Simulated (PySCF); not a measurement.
**How methods differ on the ionisation energy of Sc⁸⁺**

Sc⁸⁺ [Ne] 3s2 3p1 [3p1/2^1, M_J = 1/2] → Sc⁹⁺ [Ne] 3s2, as a difference of total energies. All numbers are calculated (PySCF 2.14, the two-component X2C-1e Hamiltonian, in an uncontracted even-tempered set (20 s from 0.43 bohr⁻², ratio 2.4; 13 p from 0.56 bohr⁻², ratio 2.4; 5 d from 2.6 bohr⁻², ratio 2.6; 4 f from 4 bohr⁻², ratio 2.6)). Correlated levels: 1s2 frozen; the 52 highest virtual spinors dropped. "Screened" scales the spin-orbit matrix elements by Boettger's factors to mimic the two-electron term; Breit and QED terms are absent.

```csv
method,ionisation energy (eV)
GHF (spin-free),179.40
GMP2 (spin-free),179.81
GHF (screened spin-orbit),179.88
GMP2 (screened spin-orbit),180.31
```

Question: How much does correlation contribute at GMP2 (screened spin-orbit)?

Answer: 180.31 − (179.88) = 0.43 eV, measured against GHF (screened spin-orbit).

For comparison: 180.03 ± 0.12 eV (measured; NIST Atomic Spectra Database, ionization energies).
